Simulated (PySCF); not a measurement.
## Electron correlation in Pt (platinum, neutral)

Starting occupation: [Xe] 4f14 5d9 6s1, 5d3/2 with m_j = -3/2, -1/2, +1/2, +3/2, 5d5/2 with m_j = -3/2, -1/2, +1/2, +3/2, +5/2, 6s1/2 with m_j = +1/2. Calculation: PySCF 2.14, in x2c-TZVPall-2c; X2C-1e with screened-nucleus spin-orbit coupling, Gaussian nucleus. Frozen: [Kr] 4d10 4f14; 18 electrons correlated; the 34 highest virtual spinors left out.

MP2 pair energies summed by pair of shells (mhartree):

| pair | energy | share (%) |
| --- | --- | --- |
| 5d3/2-5d5/2 | -102.61 | 25.6 |
| 5d5/2-5d5/2 | -55.48 | 13.8 |
| 5d5/2-5p3/2 | -41.57 | 10.4 |
| 5d3/2-5d3/2 | -34.01 | 8.5 |
| 5d3/2-5p3/2 | -32.53 | 8.1 |
| 5d5/2-6s1/2 | -23.62 | 5.9 |
| 5p3/2-5p3/2 | -15.78 | 3.9 |
| 5d3/2-6s1/2 | -15.52 | 3.9 |
| 5d5/2-5p1/2 | -13.80 | 3.4 |
| 5p1/2-5p3/2 | -13.47 | 3.4 |
| 5d3/2-5p1/2 | -11.54 | 2.9 |
| 5p3/2-5s1/2 | -9.67 | 2.4 |
| 5d5/2-5s1/2 | -7.94 | 2.0 |
| 5d3/2-5s1/2 | -6.61 | 1.6 |
| 5p3/2-6s1/2 | -5.16 | 1.3 |
| 5p1/2-5s1/2 | -4.42 | 1.1 |
| 5p1/2-5p1/2 | -3.23 | 0.8 |
| 5s1/2-5s1/2 | -2.68 | 0.7 |
| 5p1/2-6s1/2 | -1.37 | 0.3 |
| 5s1/2-6s1/2 | -0.45 | 0.1 |

Total MP2 correlation energy: -401.46 mhartree.

This basis was not built for core-valence correlation, so the inner-shell part is incomplete.
